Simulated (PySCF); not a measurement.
**Basis-set dependence of population analyses: `[SiH3]C[Si@H](P)Cl`**

Compound: CH₈ClPSi₂.
Numbering: `[SiH3:1][CH2:2][Si@H:3]([PH2:4])[Cl:5]` (hydrogens: H6, H7, H8 on Si1; H9, H10 on C2; H11 on Si3; H12, H13 on P4)

Geometry (PBE0-D3(BJ)/def2-SVP, Å), atoms numbered from 1 in this order:
```
atom  x, y, z in Å
Si1    0.2698    0.7253    1.3749
C2     1.1393    2.1531    0.5013
Si3    2.9846    2.2955    0.7613
P4     4.0291    0.5112   -0.1371
Cl5    3.3478    2.4887    2.8031
H6    -1.1799    0.7140    1.0123
H7     0.4004    0.8572    2.8550
H8     0.8742   -0.5755    0.9516
H9     0.6714    3.0986    0.8262
H10    0.9666    2.0624   -0.5860
H11    3.5344    3.5183    0.1079
H12    3.6614   -0.3618    0.9312
H13    5.2880    0.8526    0.4436
```

PBE0 throughout (PySCF), one geometry, spherical d and f functions. One conformer (not necessarily the lowest) at the PBE0-D3(BJ)/def2-SVP geometry, without solvent, vibrations or thermal averaging. Atoms taken as equivalent share a column and are averaged. The first 7 of 10 kinds of atom are listed.

Mulliken charges (e):

```json
{"basis": "STO-3G", "functions": "49", "Si1": "+0.533", "C2": "-0.462", "Si3": "+0.579", "P4": "+0.154", "Cl5": "-0.369", "H6/H7/H8": "-0.116", "H9": "+0.077"}
{"basis": "6-31G", "functions": "77", "Si1": "+0.572", "C2": "-0.968", "Si3": "+0.586", "P4": "-0.088", "Cl5": "-0.289", "H6/H7/H8": "-0.092", "H9": "+0.246"}
{"basis": "pcSseg-0", "functions": "77", "Si1": "+0.546", "C2": "-1.436", "Si3": "+0.815", "P4": "-0.345", "Cl5": "-0.370", "H6/H7/H8": "-0.035", "H9": "+0.318"}
{"basis": "6-31G*", "functions": "102", "Si1": "+0.370", "C2": "-0.797", "Si3": "+0.500", "P4": "-0.186", "Cl5": "-0.265", "H6/H7/H8": "-0.056", "H9": "+0.233"}
{"basis": "cc-pVDZ", "functions": "126", "Si1": "+0.210", "C2": "-0.343", "Si3": "+0.322", "P4": "-0.128", "Cl5": "-0.241", "H6/H7/H8": "-0.035", "H9": "+0.096"}
{"basis": "def2-SVP", "functions": "126", "Si1": "+0.352", "C2": "-0.534", "Si3": "+0.484", "P4": "-0.121", "Cl5": "-0.273", "H6/H7/H8": "-0.058", "H9": "+0.118"}
{"basis": "aug-cc-pVDZ", "functions": "203", "Si1": "-0.595", "C2": "+0.316", "Si3": "+0.430", "P4": "-0.993", "Cl5": "-0.461", "H6/H7/H8": "+0.267", "H9": "-0.365"}
{"basis": "6-311+G(2d,p)", "functions": "215", "Si1": "+0.335", "C2": "-0.668", "Si3": "+0.297", "P4": "-0.201", "Cl5": "-0.137", "H6/H7/H8": "-0.054", "H9": "+0.194"}
{"basis": "def2-TZVP", "functions": "227", "Si1": "+0.130", "C2": "-0.440", "Si3": "+0.354", "P4": "-0.255", "Cl5": "-0.251", "H6/H7/H8": "-0.015", "H9": "+0.155"}
{"basis": "cc-pVTZ", "functions": "278", "Si1": "+0.141", "C2": "-0.351", "Si3": "+0.337", "P4": "-0.153", "Cl5": "-0.240", "H6/H7/H8": "-0.020", "H9": "+0.118"}
{"basis": "IGLO-III", "functions": "291", "Si1": "+0.699", "C2": "-0.783", "Si3": "+0.854", "P4": "-0.068", "Cl5": "-0.400", "H6/H7/H8": "-0.160", "H9": "+0.206"}
{"basis": "pcSseg-2", "functions": "320", "Si1": "+0.565", "C2": "-0.502", "Si3": "+0.498", "P4": "-0.042", "Cl5": "-0.278", "H6/H7/H8": "-0.124", "H9": "+0.096"}
```

IAO charges (e):

| basis | functions | Si1 | C2 | Si3 | P4 | Cl5 | H6/H7/H8 | H9 |
| --- | --- | --- | --- | --- | --- | --- | --- | --- |
| STO-3G | 49 | +0.634 | -0.751 | +0.634 | +0.061 | -0.309 | -0.122 | +0.137 |
| 6-31G | 77 | +0.449 | -0.788 | +0.626 | -0.121 | -0.306 | -0.072 | +0.182 |
| pcSseg-0 | 77 | +0.441 | -0.810 | +0.623 | -0.149 | -0.295 | -0.066 | +0.183 |
| 6-31G* | 102 | +0.578 | -0.828 | +0.747 | -0.100 | -0.327 | -0.108 | +0.173 |
| cc-pVDZ | 126 | +0.572 | -0.823 | +0.751 | -0.112 | -0.326 | -0.107 | +0.172 |
| def2-SVP | 126 | +0.592 | -0.827 | +0.759 | -0.108 | -0.318 | -0.113 | +0.170 |
| aug-cc-pVDZ | 203 | +0.573 | -0.830 | +0.758 | -0.119 | -0.332 | -0.106 | +0.174 |
| 6-311+G(2d,p) | 215 | +0.605 | -0.850 | +0.776 | -0.108 | -0.333 | -0.115 | +0.176 |
| def2-TZVP | 227 | +0.615 | -0.857 | +0.791 | -0.110 | -0.334 | -0.117 | +0.176 |
| cc-pVTZ | 278 | +0.600 | -0.850 | +0.781 | -0.116 | -0.334 | -0.113 | +0.176 |
| IGLO-III | 291 | +0.614 | -0.855 | +0.781 | -0.108 | -0.330 | -0.117 | +0.176 |
| pcSseg-2 | 320 | +0.613 | -0.856 | +0.782 | -0.108 | -0.333 | -0.116 | +0.177 |

Hirshfeld charges (e):

| basis | functions | Si1 | C2 | Si3 | P4 | Cl5 | H6/H7/H8 | H9 |
| --- | --- | --- | --- | --- | --- | --- | --- | --- |
| STO-3G | 49 | +0.342 | -0.171 | +0.422 | +0.084 | -0.309 | -0.082 | +0.013 |
| 6-31G | 77 | +0.281 | -0.231 | +0.295 | -0.021 | -0.172 | -0.069 | +0.055 |
| pcSseg-0 | 77 | +0.300 | -0.233 | +0.320 | -0.015 | -0.169 | -0.072 | +0.043 |
| 6-31G* | 102 | +0.283 | -0.229 | +0.287 | -0.027 | -0.155 | -0.073 | +0.059 |
| cc-pVDZ | 126 | +0.299 | -0.240 | +0.301 | -0.012 | -0.141 | -0.077 | +0.053 |
| def2-SVP | 126 | +0.305 | -0.244 | +0.301 | -0.009 | -0.131 | -0.079 | +0.052 |
| aug-cc-pVDZ | 203 | +0.302 | -0.262 | +0.304 | -0.013 | -0.130 | -0.075 | +0.053 |
| 6-311+G(2d,p) | 215 | +0.305 | -0.254 | +0.296 | -0.009 | -0.130 | -0.076 | +0.052 |
| def2-TZVP | 227 | +0.300 | -0.254 | +0.297 | -0.015 | -0.128 | -0.076 | +0.054 |
| cc-pVTZ | 278 | +0.299 | -0.251 | +0.299 | -0.015 | -0.132 | -0.076 | +0.054 |
| IGLO-III | 291 | +0.295 | -0.257 | +0.297 | -0.007 | -0.120 | -0.075 | +0.052 |
| pcSseg-2 | 320 | +0.304 | -0.261 | +0.305 | -0.013 | -0.130 | -0.076 | +0.054 |

Some averages cover members that differ in this geometry, most widely: H6/H7/H8, Mulliken in aug-cc-pVDZ +0.222 to +0.311 e.

Question: Which scheme is steadiest as the basis changes?

Answer: Largest range over the bases for any column: Hirshfeld 0.19 e, IAO 0.21 e, Mulliken 1.75 e. Hirshfeld charges move least and Mulliken charges most, counted in e. Without the minimal STO-3G basis the ranges are Hirshfeld 0.05, IAO 0.17, Mulliken 1.75 e.

Question: How much do the charges still move between the two largest bases, IGLO-III and pcSseg-2?

Answer: At most, over all atoms: Mulliken 0.356 e, IAO 0.003 e, Hirshfeld 0.009 e.

Question: What do the same runs give for the total energy, the frontier levels and the dipole moment?

Answer: 
```json
{"basis": "STO-3G", "energy (Eh)": "-1406.9429", "HOMO (eV)": "-4.94", "LUMO (eV)": "4.13", "μ (D)": "2.29"}
{"basis": "6-31G", "energy (Eh)": "-1422.7305", "HOMO (eV)": "-7.65", "LUMO (eV)": "-0.10", "μ (D)": "1.60"}
{"basis": "pcSseg-0", "energy (Eh)": "-1421.2065", "HOMO (eV)": "-7.80", "LUMO (eV)": "-0.17", "μ (D)": "1.24"}
{"basis": "6-31G*", "energy (Eh)": "-1422.8584", "HOMO (eV)": "-7.61", "LUMO (eV)": "0.05", "μ (D)": "1.41"}
{"basis": "cc-pVDZ", "energy (Eh)": "-1422.9396", "HOMO (eV)": "-7.57", "LUMO (eV)": "0.16", "μ (D)": "1.29"}
{"basis": "def2-SVP", "energy (Eh)": "-1422.4778", "HOMO (eV)": "-7.58", "LUMO (eV)": "0.22", "μ (D)": "1.12"}
{"basis": "aug-cc-pVDZ", "energy (Eh)": "-1422.9494", "HOMO (eV)": "-7.65", "LUMO (eV)": "-0.38", "μ (D)": "1.30"}
{"basis": "6-311+G(2d,p)", "energy (Eh)": "-1422.9948", "HOMO (eV)": "-7.67", "LUMO (eV)": "-0.34", "μ (D)": "1.28"}
{"basis": "def2-TZVP", "energy (Eh)": "-1423.0024", "HOMO (eV)": "-7.63", "LUMO (eV)": "-0.10", "μ (D)": "1.23"}
{"basis": "cc-pVTZ", "energy (Eh)": "-1423.0160", "HOMO (eV)": "-7.64", "LUMO (eV)": "-0.05", "μ (D)": "1.26"}
{"basis": "IGLO-III", "energy (Eh)": "-1422.9968", "HOMO (eV)": "-7.59", "LUMO (eV)": "-0.08", "μ (D)": "1.15"}
{"basis": "pcSseg-2", "energy (Eh)": "-1423.0301", "HOMO (eV)": "-7.68", "LUMO (eV)": "-0.24", "μ (D)": "1.30"}
```

The dipole is fixed by the density alone, so its range of 1.17 D shows that the density itself changes with the basis, not only its division among atoms.
